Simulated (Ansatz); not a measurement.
# What each rung costs, and what it gives

Saddle point of BH$_{2}$ClF$_{4}$, closed shell (BClF₂ ([F][B]([F])[Cl]) + HF + HF → BF₃ ([F][B]([F])[F]) + HCl + HF; bonds formed: B1–F6, Cl2–H7, H5–F8; bonds broken: B1–Cl2, H5–F6, H7–F8), PBE0-D4/def2-TZVP structure:

| atom | x (Å) | y (Å) | z (Å) |
| --- | --- | --- | --- |
| B1 | -0.2618 | -1.0136 | 0.1564 |
| Cl2 | 1.5843 | -0.3173 | -0.0568 |
| F3 | -0.4833 | -1.9279 | -0.7815 |
| F4 | -0.4478 | -1.3339 | 1.4343 |
| H5 | -0.5529 | 1.1964 | -0.2009 |
| F6 | -1.1197 | 0.1950 | -0.1539 |
| H7 | 1.0210 | 1.2193 | -0.1653 |
| F8 | 0.2601 | 1.9820 | -0.2322 |

Barriers are electronic and count from the start structure reached by relaxing down the imaginary mode.

Ansatz 0.2.0; basis: as named in each row; cores frozen in the correlated methods. B3LYP uses VWN-RPA correlation. Extrapolation: Hartree–Fock as exp(−7.88 √X), correlation as X^−2.97.

Times are rough, for one single point on 8 threads of a shared host (Arm Neoverse V2).

The estimate by CCSD(T) at an estimated basis limit (MP2 extrapolated from triple and quadruple zeta, plus CCSD(T) − MP2 in triple zeta) is 0.352 eV.

| method | basis | time (s) | barrier (eV) | method less estimate |
| --- | --- | --- | --- | --- |
| HF | STO-3G | under 1 | -1.112 | -1.464 |
| PBE-D4 | STO-3G | under 1 | -2.522 | -2.874 |
| SPW92 | def2-SVP | under 1 | -0.719 | -1.071 |
| B3LYP-D4 | 6-31G | under 1 | -0.011 | -0.362 |
| PBE-D4 | def2-SVP | under 1 | -0.184 | -0.536 |
| PBE0-D4 | def2-SVP | under 1 | -0.042 | -0.394 |
| SPW92 | def2-TZVPP | under 1 | -0.441 | -0.792 |
| PBE-D4 | def2-TZVPP | under 1 | 0.060 | -0.292 |
| BLYP-D4 | def2-TZVPP | under 1 | 0.233 | -0.119 |
| B3LYP-D4 | def2-TZVPP | 1 | 0.265 | -0.086 |
| BHLYP-D4 | def2-TZVPP | 1 | 0.373 | 0.022 |
| CAM-B3LYP-D4 | def2-TZVPP | 1 | 0.192 | -0.160 |
| PBE0-D4 | def2-TZVPP | 1 | 0.143 | -0.209 |
| r2SCAN-D4 | def2-TZVPP | 2 | 0.067 | -0.285 |
| r2SCAN0-D4 | def2-TZVPP | 2 | 0.137 | -0.215 |
| wB97M-V | def2-SVP | 2 | 0.033 | -0.318 |
| B2PLYP | def2-TZVPP | 2 | 0.292 | -0.060 |
| RPA on PBE | def2-TZVPP | 2 | 0.278 | -0.074 |
| PBE-QIDH | def2-TZVPP | 2 | 0.212 | -0.140 |
| CCSD(T) | def2-SVP | 2 | 0.349 | -0.003 |
| wB97X-V | def2-TZVPP | 3 | 0.247 | -0.104 |
| B97M-V | def2-TZVPP | 3 | 0.350 | -0.002 |
| wB97M-V | def2-TZVPP | 3 | 0.251 | -0.100 |
| MP2 | def2-QZVPP | 7 | 0.299 | -0.052 |
| CCSD(T) | def2-TZVPP | 79 | 0.314 | -0.038 |

All methods are single points on the PBE0-D4 structures; a negative value means that the method puts the saddle structure below the start.

No T1 diagnostic of these runs exceeds 0.012.

Labels in which every atom is bracketed show which atoms are joined, not bond orders.
